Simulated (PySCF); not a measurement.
# Gas-phase XPS of `[F][GaH2]`, computed

Species: FGaH₂.
Geometry (PBE0-D3(BJ)/def2-SVP, Å), atoms numbered from 1 in this order:
```xyz
4
FGaH2 angstrom
F     -1.1138   -1.1652    0.0021
Ga     0.1030    0.1036    0.0031
H      1.5696   -0.4262    0.0068
H     -0.4900    1.5460   -0.0041
```

Method: PySCF, delta-SCF UKS SCAN, pcX-2 on the ionised atom, pcseg-1 elsewhere, spin-free X2C. Each binding energy is the total energy of the core-ionised species, with the hole localised on one atom, minus that of the ground state; both are solved self-consistently, so orbital relaxation is included.

Give the core binding energies atom by atom.

```json
{"atom(s)": "F1", "environment": "fluorine bonded to Ga", "level": "F 1s", "binding energy (eV)": "690.93", "count": "1"}
```

Which photon wavelength matches the F 1s of F1 threshold?

λ = hc/E = 12398.42 eV Å / 690.93 eV = 17.945 Å.

No level of gallium is listed. Isolated species at its PBE0-D3(BJ)/def2-SVP geometry, gas phase.
